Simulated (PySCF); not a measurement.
# Field gradients at the hydrogen positions

C6H6FP.
Geometry (GFN2-xTB, Å), atoms numbered from 1 in this order:
```
atom  x, y, z in Å
C1    -2.304   -0.368   -0.139
C2    -0.806   -0.271   -0.087
C3    -0.228    0.943    0.244
C4     1.135    1.170    0.328
C5     2.071    0.179    0.082
C6     1.697   -1.099   -0.263
F7     2.693   -1.995   -0.482
P8     0.085   -1.726   -0.456
H9    -2.706    0.331   -0.872
H10   -2.736   -0.117    0.829
H11   -2.620   -1.373   -0.410
H12   -0.894    1.771    0.451
H13    1.485    2.156    0.595
H14    3.127    0.398    0.159
```

Level: PBE0/pcSseg-1 (PySCF, non-relativistic); Q(2H) = 0.00286 b; rigid geometry, the same for H and D, with no vibrational averaging.

**Question.** Give the electric field gradient Vzz (the principal value of largest size), its asymmetry and the 2H coupling at each hydrogen.

**Answer.** 
```json
{"atom": "H9", "bonded to": "C1", "bond length (Å)": "1.090", "Vzz (au)": "0.3102", "η": "0.02", "χzz (kHz)": "208"}
{"atom": "H10", "bonded to": "C1", "bond length (Å)": "1.090", "Vzz (au)": "0.3102", "η": "0.02", "χzz (kHz)": "208"}
{"atom": "H11", "bonded to": "C1", "bond length (Å)": "1.088", "Vzz (au)": "0.3095", "η": "0.05", "χzz (kHz)": "208"}
{"atom": "H12", "bonded to": "C3", "bond length (Å)": "1.083", "Vzz (au)": "0.3197", "η": "0.08", "χzz (kHz)": "215"}
{"atom": "H13", "bonded to": "C4", "bond length (Å)": "1.080", "Vzz (au)": "0.3244", "η": "0.06", "χzz (kHz)": "218"}
{"atom": "H14", "bonded to": "C5", "bond length (Å)": "1.081", "Vzz (au)": "0.3246", "η": "0.07", "χzz (kHz)": "218"}
```

**Question.** How does χzz go with the bond length over the 6 C–H bonds?

**Answer.** A straight-line fit has a slope of -10.9 kHz for each 0.01 Å, with a correlation coefficient of -0.98, over lengths from 1.080 to 1.090 Å. The longer bonds have the smaller couplings here.

Isolated species at its GFN2-xTB geometry, gas phase. GFN2-xTB bond lengths can be off by several hundredths of an ångström, more for odd bonds, and the gradients follow them. A larger basis could move these couplings by a tenth or more.

The run behind these numbers computed NMR shieldings as well. The run took 18 s of wall time on one thread of an Arm Neoverse V2, no GPU (shared host), and the process peaked at 0.72 GiB of memory.
